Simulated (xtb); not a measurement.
TiCl₃I, SMILES [I][Ti]([Cl])([Cl])[Cl], multiplicity 1. All values are semi-empirical tight-binding results from xtb (GFN2-xTB unless named), good for trends rather than for accurate numbers. Coordinates come from a GFN2-xTB optimisation. The multiplicity is an assumed one; no other spin state was optimised. The structure was generated by enumeration; whether it is a known compound was not checked.

Optimised geometry:

```xyz
5

Ti     0.0000     0.0000    -0.7916
Cl     1.7068     0.9854    -1.5462
Cl    -1.7068     0.9854    -1.5462
Cl     0.0000    -1.9708    -1.5462
I      0.0000     0.0000     1.8164
```
Charge 0, spin multiplicity 1.

For metal compounds this method's bond lengths and energies can be far off.

Problem. Estimate the properties. (An estimate is asked for; the answer gives what the named calculation found.)

Solution. 
* **point group as xtb finds it**: C3v
* **orbital gap**: 2.54 eV
* **zero-point energy**: 2.9 kcal/mol
* **G − E(el) at 298.15 K (modified RRHO)**: -19.4 kcal/mol

Computed atomic charges and the Wiberg bond orders between heavy atoms:
charges (e) Ti1 0.86, Cl2 -0.24, Cl3 -0.24, Cl4 -0.24, I5 -0.16. Bond orders Ti1–Cl2 1.23, Ti1–Cl3 1.23, Ti1–Cl4 1.23, Ti1–I5 1.18.
